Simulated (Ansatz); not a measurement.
The cluster Au₂Se⁺ was relaxed with r2SCAN-D4 (def2-TZVP) in Ansatz in these states: charge +1 doublet, charge +1 quartet. The geometries follow in no particular order.

In the def2 sets Au takes a core potential; there is no spin–orbit coupling.

A:

```csv
atom,x (Å),y (Å),z (Å)
Au1,-0.226,1.347,-1.168
Au2,-0.796,-1.219,1.054
Se3,1.022,-0.128,0.114
```

B:

```xyz
3

Au    0.7183   -0.2622    1.2634
Au   -1.0630   -0.9180   -0.4408
Se    0.3447    1.1803   -0.8226
```

Task: Judge from the bond lengths which geometry belongs to which state (an estimate).

Result: A is the charge +1 doublet (Au1–Se3 2.319 Å, Au2–Se3 2.319 Å); B is the charge +1 quartet (Au1–Se3 2.564 Å, Au2–Se3 2.555 Å).
